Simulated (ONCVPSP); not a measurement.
**How hard is this Zn ONCV potential?**

- Element: Zn (Z = 30)
- Generator: ONCVPSP 4.0.1
- Type: optimised norm-conserving Vanderbilt (ONCV)
- Functional: LDA (Perdew-Wang 92)
- Relativity: scalar-relativistic
- Frozen core: [Ar]
- Valence charge: 12
- Reference configuration: 3d10 4s1 (charge +1)
- Partial waves: 4s: rc 2.10 bohr, ncon 3, nbas 7, qcut 2.6 1/bohr, 2 projectors, debl 3.5 Ha; p scattering state at 0.34 Ha: rc 1.85 bohr, ncon 5, nbas 9, qcut 4 1/bohr, 2 projectors, debl 1.2 Ha; 3d: rc 1.30 bohr, ncon 4, nbas 8, qcut 12.9 1/bohr, 3 projectors, debl 2 Ha; f scattering state at 0.03 Ha: rc 2.25 bohr, ncon 4, nbas 8, qcut 5.2 1/bohr, 2 projectors, debl 2 Ha
- Local potential: polynomial inside 1.30 bohr (lpopt 2, dvloc0 6 Ha)
- Core correction: Teter function, fcfact 5, rcfact 1.05

In the p channel the program set the typed energies aside and used 0.050, 1.250 Ha.

Task: For each optimised wave give the share of its norm inside rc, the residual kinetic energy above qcut (Ha) and the cutoffs (Ha) for errors of 10, 1, 0.1 and 0.01 mHa per electron.

Result:

| wave | norm inside rc | residual KE | 10 mHa | 1 mHa | 0.1 mHa | 0.01 mHa |
| --- | --- | --- | --- | --- | --- | --- |
| 4s | 0.428 | 5.5e-03 | 2.7 | 16.0 | 34.9 | 74.9 |
| s projector 2 | 0.093 | 1.5e-01 | 12.0 | 38.6 | 56.5 | 100.2 |
| p projector 1 | 0.076 | 1.4e-04 | 1.5 | 4.9 | 12.0 | 68.0 |
| p projector 2 | 0.212 | 1.5e-02 | 13.7 | 80.4 | 96.5 | 105.6 |
| 3d | 0.826 | 8.1e-07 | 54.3 | 63.8 | 71.3 | 77.1 |
| d projector 2 | 0.052 | 1.2e-06 | 48.2 | 60.8 | 70.0 | 77.2 |
| d projector 3 | 0.105 | 1.1e-05 | 55.8 | 67.7 | 76.3 | 83.7 |
| f projector 1 | 0.001 | 6.3e-08 | 0.5 | 1.2 | 2.8 | 6.2 |
| f projector 2 | 0.336 | 1.3e-03 | 10.2 | 13.9 | 33.2 | 62.5 |

The occupied waves need 64 Ha and 71 Ha for 1 and 0.1 mHa. Rows with under 1 % of the norm inside rc give no meaningful cutoff. Note: ghosts flagged at negative energy: p at -20842.0 eV; GHOST(+) flags only above 600 eV. A true bound ghost makes a file unfit for plane-wave use.
